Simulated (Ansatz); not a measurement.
Ansatz (a first-principles code) input (RI-MP2/cc-pV(T+d)Z):
A basis named .json is the Basis Set Exchange file of that set.

Ansatz 0.2 input:
```yaml
crystal:
  periodic: [false, false, false]
  atoms:
    - {symbol: Al, position_ang: [0.22018310, -0.25849990, 0.22286517]}
    - {symbol: C, position_ang: [2.02765985, -0.61938319, -0.40107859]}
    - {symbol: H, position_ang: [2.55087225, -1.34527090, 0.22459905]}
    - {symbol: H, position_ang: [2.61954555, 0.30032376, -0.41942594]}
    - {symbol: H, position_ang: [2.01495217, -0.99988840, -1.42621834]}
    - {symbol: C, position_ang: [-0.64719954, -1.00289040, 1.79767938]}
    - {symbol: H, position_ang: [-1.52484530, -1.58990165, 1.51154881]}
    - {symbol: H, position_ang: [-1.00785903, -0.20709137, 2.45516068]}
    - {symbol: H, position_ang: [0.01603305, -1.64875669, 2.37659500]}
    - {symbol: Cl, position_ang: [-0.93022592, 1.09321915, -0.94112420]}
basis:
  gaussian:
    orbitals: cc-pV_T+d_Z.json
    fitting: {mean_field: def2-universal-jkfit, correlation: cc-pVTZ-RIFIT.json}
magnetization: {spin_polarized: false}
correlation: {method: mp2, electrons: outside_noble_gas}
```

End of the output:

```
integrals: 0.21 GiB planned
514 factors; integrals over basis functions are off by at most 1.4e0 eV
mean field: 0.67 GiB planned
mean field evaluation 1: about -21243.7450 eV, gradient 3.4e1 eV
mean field evaluation 2: about -21246.2638 eV, gradient 1.3e1 eV
mean field evaluation 4: about -21246.7194 eV, gradient 4.2e-1 eV
mean field -21246.72018980 eV, -780.8025654309 hartree, gradient 7.4e-7 eV, S^2 0.000000; 0 other end points of the search recorded, 0 dependent functions left out
12 core orbitals not correlated
586 factors; their error is unknown
reference -21246.72018980 eV, -780.8025654309 hartree; 12, 12 occupied and 198, 198 virtual orbitals, 586 factors
second order -17.00102551 eV of doubles, -0.00000000 eV of singles
Total energy: -21263.72121530 eV, -781.4273415945 hartree
```
